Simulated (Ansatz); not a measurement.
Ansatz (a first-principles code) input (CCSD(T)/def2-SVPD):

Ansatz 0.2 input:
```yaml
crystal:
  periodic: [false, false, false]
  atoms:
    - {symbol: Ta, position_ang: [0.00000000, 0.00000000, 0.00000000]}
    - {symbol: F, position_ang: [0.00000000, 0.00000000, 1.89161714]}
    - {symbol: F, position_ang: [-0.00000000, -0.00000000, -1.89161714]}
basis:
  gaussian:
    orbitals: def2-SVPD
magnetization: {spin_polarized: true, initial_magnetization: 3}
correlation: {method: ccsd_t, electrons: outside_noble_gas}
output: {forces: true}
```

End of the output:

```
cycle   7  -12.94492948 eV  change   -1.5e-5 eV  update   1.7e-4
cycle   8  -12.94506837 eV  change   -1.4e-4 eV  update   8.0e-5
cycle   9  -12.94506246 eV  change    5.9e-6 eV  update   3.2e-5
cycle  10  -12.94507200 eV  change   -9.5e-6 eV  update   1.1e-5
cycle  11  -12.94507107 eV  change    9.3e-7 eV  update   4.6e-6
cycle  12  -12.94506952 eV  change    1.5e-6 eV  update   2.1e-6
cycle  13  -12.94507027 eV  change   -7.5e-7 eV  update   7.8e-7
cycle  14  -12.94506986 eV  change    4.1e-7 eV  update   2.8e-7
perturbative correction -0.35151557 eV, -0.0129179588 hartree
the calculation of the forces begins
Total energy: -6958.29387279 eV, -255.7125833241 hartree
Atom 0 at     0.000000     0.000000     0.000000 Å, force     0.000000    -0.000000    -0.000000 eV/Å
Atom 1 at     0.000000     0.000000     1.891617 Å, force    -0.000000     0.000000     1.061705 eV/Å
Atom 2 at    -0.000000    -0.000000    -1.891617 Å, force    -0.000000     0.000000    -1.061705 eV/Å
Dipole moment:     0.000000    -0.000000    -0.000000 e Å
```

The spin state was set by rule; other spins were not relaxed.
